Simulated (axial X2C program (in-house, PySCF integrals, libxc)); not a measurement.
Which molecule has these constants?

Computed with an in-house relativistic program for diatomic molecules, spin-free (one-electron X2C) or two-component (2c: spin–orbit coupling with atomic mean-field Coulomb and Gaunt terms, which also bring small scalar terms), in Dyall basis sets with cores contracted in-house; open shells are unrestricted.

A two-component CCSD(T) calculation in a Dyall 3-zeta basis gave Re = 2.621 Å, ωe = 239.5 cm⁻¹, De = 2.58 eV, Ω = 0.

Which molecule is it?
A. NaAg
B. NaCu
C. NaAu

C. The others have NaAg 2.689 Å and 203.9 cm⁻¹ (Ω = 0); NaCu 2.570 Å and 213.2 cm⁻¹ (Ω = 0).

Frozen shells (counts by l): NaAu Au 5s4p2d1f, Na 2s1p, 12 electrons correlated; NaAg Ag 4s3p1d, Na 2s1p, 12 electrons correlated; NaCu Cu 3s2p, Na 2s1p, 12 electrons correlated. Coupled cluster in natural virtuals with an MP2 remainder. Where the outer core of a metal is frozen, bonds come out longer and ionisation energies lower.

Each entry is the lowest single determinant of a limited PBE0 search at one distance. De goes to single-determinant-based atoms at the same level (for ions the charge split of lowest energy) and is withheld (n/a) where an atom does not fit its ground term or J level. Main or longest-lived isotopes. One determinant is a doubtful description, or other states lie close, for NaAu, NaAg, NaCu; these need not be ground states, and all values refer to the states named.
